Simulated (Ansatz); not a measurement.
This geometry of F3H5SW (10 atoms, charge 0, multiplicity 1) is a first-order saddle point.

All numbers below come from RKS PBE/def2-SVP (Ansatz).

```xyz
10
Properties=species:S:1:pos:R:3
W 0.100 0.188 0.052
F 0.063 -0.521 1.833
F 1.796 -0.703 -0.016
F -0.575 1.764 -0.719
H -1.570 -0.116 0.261
H -0.478 -1.328 -0.344
H 0.158 -0.291 -1.590
S 1.810 2.167 1.452
H 2.860 1.298 1.387
H 1.425 1.676 2.665
```

(1) Which two structures does it join? (They come from a converged band through this point; their orientation in space is the band's.)

(2) How far does it lie above each of them?

Answers

(1) No bond is made or broken.

Image 0:

```xyz
10
Properties=species:S:1:pos:R:3
W 0.154 0.199 0.095
F -0.332 -0.223 1.884
F 1.852 -0.408 -0.504
F -0.513 1.818 -0.625
H -1.441 -0.273 -0.175
H -0.205 -1.436 -0.106
H -0.301 -0.368 -1.425
S 1.902 2.043 1.550
H 2.972 1.198 1.517
H 1.502 1.585 2.771
```

Image 8:

```xyz
10
Properties=species:S:1:pos:R:3
W -0.035 0.067 0.234
F -0.303 0.049 2.171
F 1.280 -1.220 0.489
F -1.005 1.583 -0.178
H -1.382 -0.959 0.079
H -0.219 -0.591 -1.339
H 0.885 0.401 -1.187
S 1.900 1.988 1.124
H 2.922 1.086 1.168
H 1.547 1.732 2.420
```

(2) 0.53 eV above the first and 0.91 eV above the second. This is the barrier of this one path; another mechanism may lie lower.

Run time: 3.7 min on 4 threads of Arm Neoverse V2, on a shared host, peak memory 0.18 GiB.
